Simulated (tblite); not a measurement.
Species: C6H7FN2Si.
Cartesian coordinates in Å at the GFN2-xTB level; atoms count from 1:
```
atom  x, y, z in Å
C1    -1.9827   -1.2787   -0.4655
Si2   -0.8472    0.1186    0.1146
N3    -1.7197    1.1926    1.1364
C4     0.1591    1.0604   -1.1767
C5     1.4628    0.8161   -1.0316
C6     1.8557   -0.0785    0.0651
C7     3.2147   -0.3617    0.2982
N8     4.3249   -0.5841    0.4836
C9     0.8210   -0.5581    0.7842
F10    0.9872   -1.3863    1.8265
H11   -2.3183   -1.8773    0.3752
H12   -2.8598   -0.8729   -0.9569
H13   -1.4794   -1.9387   -1.1640
H14   -2.3948    0.8217    1.7847
H15   -1.2636    2.0025    1.5251
H16   -0.2095    1.7047   -1.9557
H17    2.2428    1.2318   -1.6530
```

Calculated harmonic vibrations of the isolated species, GFN2-xTB (tblite), most abundant isotopes, no scaling. Against measured fundamentals such values can be off by several per cent, at times by over 20. One conformer, not necessarily the lowest.

Harmonic wavenumbers (cm⁻¹): 55.3, 90.9, 92.6, 119.7, 149.6, 163.9, 172.8, 197.1, 237.8, 312.6, 367.2, 372.7, 415.5, 464.5, 476.9, 543.2, 579.1, 641.0, 735.7, 759.2, 766.0, 798.9, 829.3, 853.9, 899.6, 914.0, 937.7, 1105.1, 1177.6, 1226.2, 1311.4, 1366.2, 1473.1, 1474.6, 1497.3, 1566.2, 1623.4, 2363.0, 3049.5, 3054.7, 3062.5, 3073.5, 3113.1, 3469.0, 3507.3.

A = 2050, B = 783.2, C = 679.6 MHz; mass 154.036 u (most abundant isotopes); point group C1, symmetry number 1.

Question: What is the zero-point energy?

Answer: ½Σν̃ = 25730 cm⁻¹ = 307.80 kJ/mol.

Question: Entropy at 350 K, 1 bar (ideal gas, RRHO, classical rotation)?

Answer: Translation 175.01, rotation 127.80, vibration 175.30: S = 478.1 J/(mol K).

Question: And Cp and H(350 K) − H(0)?

Answer: Cp = 202.05 J/(mol K), of which vibrations give 168.80 (their classical limit is 45 R = 374.2); H(350 K) − H(0) = 43.75 kJ/mol without the zero-point energy, 32.11 from vibrations.

Question: Blend soft modes into free rotors: weight 1/[1 + (100 cm⁻¹/ν̃)⁴] for the oscillator and the rest for a rotor with moment μB/(μ + B), μ = h/(8π²ν), B = 10⁻⁴⁴ kg m². What vibrational entropy results?

Answer: 164.83 J/(mol K) in place of 175.30, which changes −T·S at 350 K by +3.66 kJ/mol.

Question: How do the functions run with temperature in this model?

Answer: 
| T (K) | S (J/(mol K)) | Cp (J/(mol K)) | H − H(0) (kJ/mol) | G − H(0) (kJ/mol) | ln q(vib) |
| --- | --- | --- | --- | --- | --- |
| 150 | 345.4 | 118.3 | 11.25 | -40.56 | 3.49 |
| 250 | 416.7 | 163.7 | 25.40 | -78.78 | 6.83 |
| 298.15 | 447.2 | 183.1 | 33.76 | -99.59 | 8.40 |
| 400 | 506.2 | 218.4 | 54.27 | -148.20 | 11.61 |
| 600 | 604.8 | 267.5 | 103.24 | -259.63 | 17.47 |
| 900 | 722.5 | 312.2 | 190.79 | -459.46 | 25.20 |

q(vib) and H(0) count from the zero-point level.

Question: Which modes carry the vibrational entropy at 350 K?

Answer: 55.3 cm⁻¹: 20.65; 90.9 cm⁻¹: 16.55; 92.6 cm⁻¹: 16.40; 119.7 cm⁻¹: 14.29; 149.6 cm⁻¹: 12.49; 163.9 cm⁻¹: 11.75 J/(mol K); the other 39 give 83.17 together.

Question: What must be added to the electronic energy to get the Gibbs energy at 350 K and 1 bar?

Answer: ZPE + [H(350 K) − H(0)] − T·S = 307.80 + 43.75 − 167.34 = 184.21 kJ/mol.

Hindered rotation and anharmonicity are outside this model. Other conformers, if any are populated, would add a mixing term that is left out. The structure is chiral; the term R ln 2 for an equal mix with its mirror image is left out.
